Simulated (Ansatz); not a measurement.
Reaction (redistribution): `[Cl][SnH2][Si](Cl)(Cl)Cl` + `[SeH][SnH3]` → `[Cl][SnH2][SeH]` + `Cl[Si](Cl)(Cl)[SnH3]`

Program: Ansatz. Geometries: PBE0-D4/def2-TZVP. ΔE: electronic, gas phase. CBS: MP2 limit from def2 TZ/QZ plus the TZ coupled-cluster correction, frozen cores. DFT in def2-TZVPP. B3LYP here is the variant with VWN-RPA as its local correlation; programs differ in this. HSE06 is defined as in plane-wave codes. def2 core potentials past Kr. For Se, Sn outer-core shells are correlated without core-valence functions, which leaves a few kJ/mol of doubt a bond. Scalar relativity is left out up to krypton. Each species was taken in one conformer, which may not be the lowest.

`[Cl][SnH2][Si](Cl)(Cl)Cl`:

Z-matrix (Å, degrees):
```
Sn
Si 1 2.565
Cl 1 2.333 2 104.3
H 1 1.702 2 113.0 3 -115.2
H 1 1.702 2 113.0 3 115.2
Cl 2 2.045 1 109.6 3 179.9
Cl 2 2.037 1 110.5 3 -60.4
Cl 2 2.037 1 110.5 3 60.2
```

`[SeH][SnH3]`:

Cartesian coordinates in Å:
```
Se -1.697 -0.741 -0.635
Sn 0.407 0.142 0.465
H -1.225 -0.365 -1.974
H 0.185 -0.144 2.128
H 0.566 1.809 0.144
H 1.764 -0.702 -0.129
```

`[Cl][SnH2][SeH]`:

Z-matrix (Å, degrees):
```
Sn
Se 1 2.513
Cl 1 2.334 2 109.4
H 1 1.698 2 108.0 3 -115.5
H 1 1.700 2 111.5 3 116.0
H 2 1.469 1 91.5 3 -77.0
```

`Cl[Si](Cl)(Cl)[SnH3]`:

```xyz
8

Cl    0.461    2.153    1.609
Si   -0.433    1.127    0.081
Cl   -2.449    1.114    0.431
Cl   -0.104    2.167   -1.649
Sn    0.485   -1.258   -0.090
H     0.176   -2.070    1.374
H    -0.297   -2.052   -1.378
H     2.161   -1.181   -0.378
```

| level | ΔE (kcal/mol) | difference from CCSD(T)/CBS |
| --- | --- | --- |
| r2SCAN-D4 | -1.9 | 0.0 |
| B97M-V | -1.5 | 0.4 |
| PBE0-D4 | -1.7 | 0.2 |
| B3LYP-D4 | -1.5 | 0.4 |
| r2SCANh-D4 | -1.8 | 0.1 |
| CAM-B3LYP-D4 | -1.6 | 0.3 |
| revPBE | -2.1 | -0.2 |
| B3LYP | -2.0 | -0.1 |
| HSE06 | -2.0 | -0.1 |
| MP2/def2-SVP | -1.9 | 0.0 |
| CCSD/def2-SVP | -1.9 | 0.0 |
| HF/def2-TZVPP | -1.4 | 0.5 |
| SCS-MP2/def2-TZVPP | -1.7 | 0.2 |
| CCSD(T)/def2-TZVPP | -1.8 | 0.1 |
| HF/def2-QZVPP | -1.4 | 0.5 |
| MP2/CBS(def2) | -2.0 | -0.1 |
| CCSD(T)/CBS | -1.9 | 0 |

Largest T1 diagnostic among the species: 0.012.

Leaving LDA and LC-ωPBE aside and taking each functional with its dispersion term where it has one, the values, not all of them listed here, spread over 0.5 kcal/mol, from B2PLYP to BHLYP-D4.
